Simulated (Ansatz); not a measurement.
A nudged elastic band was laid between two geometries of ClGe2H5 + H (9 atoms, charge 0, multiplicity 2).

Theory: UHF/def2-SVP (Ansatz 0.2.0).

```json
{
  "movable images": "7",
  "climbing image": "from the first iteration",
  "spring": "5.0 eV/Å²",
  "optimiser": "fire",
  "start path": "through a guess of the saddle point",
  "force threshold": "0.05 eV/Å",
  "iteration limit": "60",
  "end points": "relaxed"
}
```

Initial state:

```xyz
9
Properties=species:S:1:pos:R:3
Ge 0.045 0.013 -0.227
Cl -0.454 -0.314 1.877
H 1.567 0.159 -0.289
Ge -1.158 2.027 -0.942
H -2.662 1.813 -0.744
H -0.686 3.217 -0.101
H -0.870 2.300 -2.425
H -0.389 -1.246 -0.981
H 0.085 -0.133 5.696
```

Final state:

```xyz
9
Properties=species:S:1:pos:R:3
Ge -0.030 -0.119 -0.547
Cl -0.672 -0.434 4.016
H 1.475 0.041 -0.277
Ge -1.147 2.014 -1.022
H -2.662 1.786 -1.106
H -0.850 3.006 0.110
H -0.666 2.620 -2.350
H -0.240 -1.170 -1.650
H 0.270 0.093 4.690
```

Q: Which bonds break or form, and what moves?

A: Bonds broken: Ge1–Cl2. Bonds formed: Cl2–H9. ClGe2H5 + H becomes ClH + Ge2H5.

Q: What energy profile does the band end with?

A: It converged. The highest image is number 4 of 0 to 8, 116.7 kJ/mol above the first end and 141.6 kJ/mol above the last; the last end lies 24.9 kJ/mol below the first. The order of the point at the top wasn't checked.

| image | path coordinate (Å) | energy (kJ/mol) | Ge1–Cl2 (Å) | Cl2–H9 (Å) |
| --- | --- | --- | --- | --- |
| 0 | 0.00 | 0.0 | 2.19 | 3.86 |
| 1 | 0.59 | 0.8 | 2.19 | 3.32 |
| 2 | 1.17 | 4.7 | 2.18 | 2.88 |
| 3 | 1.75 | 18.7 | 2.18 | 2.39 |
| 4 | 2.34 | 116.7 | 2.47 | 1.59 |
| 5 | 2.98 | 1.6 | 3.18 | 1.27 |
| 6 | 3.62 | -16.3 | 3.58 | 1.27 |
| 7 | 4.27 | -23.0 | 4.02 | 1.27 |
| 8 | 4.91 | -24.9 | 4.62 | 1.27 |

Q: What is the geometry of the highest image?

A: 
```xyz
9
Properties=species:S:1:pos:R:3
Ge 0.012 -0.020 -0.028
Cl -0.033 0.002 2.437
H 1.498 -0.069 -0.395
Ge -1.147 2.003 -0.813
H -2.606 1.661 -1.138
H -1.105 3.071 0.284
H -0.462 2.547 -2.074
H -0.671 -1.328 -0.439
H -0.009 -0.031 4.028
```

The run took 7.4 min on 4 threads of Arm Neoverse V1, with other jobs on the host, peak memory 0.39 GiB.
